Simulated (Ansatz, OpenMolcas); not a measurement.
C3H12AlN (SMILES C[N+](C)(C)[AlH3-]): methods side by side

C3H12AlN, singlet, SMILES `C[N+](C)(C)[AlH3-]`. Each level relaxes the structure for itself.

Each level gives the zero-point energy at each level's own minimum (kJ/mol). The values are calculated.

```json
{"level": "HF/STO-3G", "kind": "Hartree–Fock", "program": "Ansatz", "value (kJ/mol)": "459.7"}
{"level": "HF/3-21G", "kind": "Hartree–Fock", "program": "OpenMolcas", "value (kJ/mol)": "405.0"}
{"level": "HF/6-31G* (Cartesian functions)", "kind": "Hartree–Fock", "program": "OpenMolcas", "value (kJ/mol)": "405.9"}
{"level": "B3LYP/6-31G* (Cartesian functions)", "kind": "global hybrid", "program": "Ansatz", "value (kJ/mol)": "380.3"}
{"level": "MP2/6-31G* (Cartesian functions)", "kind": "perturbation theory", "program": "Ansatz", "value (kJ/mol)": "388.5"}
```

Harmonic and unscaled. The values span 380.3 to 459.7 kJ/mol. Without the sets that lack polarisation functions the rows with a basis span only 380.3 to 405.9 kJ/mol.
